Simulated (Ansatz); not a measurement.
```yaml
crystal:
  periodic: [false, false, false]
  atoms:
    - {symbol: C, position_ang: [0.255545, -1.291435, 1.914078]}
    - {symbol: C, position_ang: [0.101240, -0.493038, 0.724450]}
    - {symbol: N, position_ang: [-0.021722, 0.139467, -0.219363]}
    - {symbol: In, position_ang: [-0.260737, 1.397288, -2.085631]}
    - {symbol: F, position_ang: [1.614716, 1.754370, -2.436458]}
    - {symbol: F, position_ang: [-1.330790, 2.831810, -1.333941]}
    - {symbol: F, position_ang: [-1.158904, 0.090421, -3.205076]}
    - {symbol: H, position_ang: [-0.470438, -2.105986, 1.902853]}
    - {symbol: H, position_ang: [1.264766, -1.705009, 1.947053]}
    - {symbol: H, position_ang: [0.089323, -0.669089, 2.794836]}
basis:
  gaussian: {orbitals: ANO-RCC-VTZP}
hamiltonian: {xc: {name: HF}}
correlation: {active_space: {window: {electrons: 3, orbitals: 2}}}
output: {forces: true}
```

```sh
$ ansatz run in.yaml --threads 4 --pin off --events-out ev --progress --plain --max-ram 11315MiB
```

It prints (some lines left out):

```
Functional definition: HF
1893 factors; integrals over basis functions are off by at most 1.1e-3 eV
mean field evaluation 1: about -171672.0670 eV, gradient 6.0e1 eV
mean field evaluation 2: about -171672.3516 eV, gradient 6.0e1 eV
mean field evaluation 4: about -171678.7033 eV, gradient 3.9e0 eV
mean field evaluation 8: about -171678.8087 eV, gradient 6.3e-1 eV
mean field evaluation 16: about -171678.8103 eV, gradient 1.7e-6 eV
mean field -171678.81025440 eV, -6309.0799087720 hartree, gradient 1.7e-6 eV, S^2 0.000000; 0 other end points of the search recorded, 0 dependent functions left out
reference -171678.81025440 eV, -6309.0799087720 hartree; 49, 49 occupied and 241, 241 virtual orbitals, 1893 factors
Error: 3 electrons in 2 orbitals form no window around the highest filled level of the reference
```

Q: Something in this input is off. What?

A: The active space doesn't fit the electrons. The run stopped with an error.
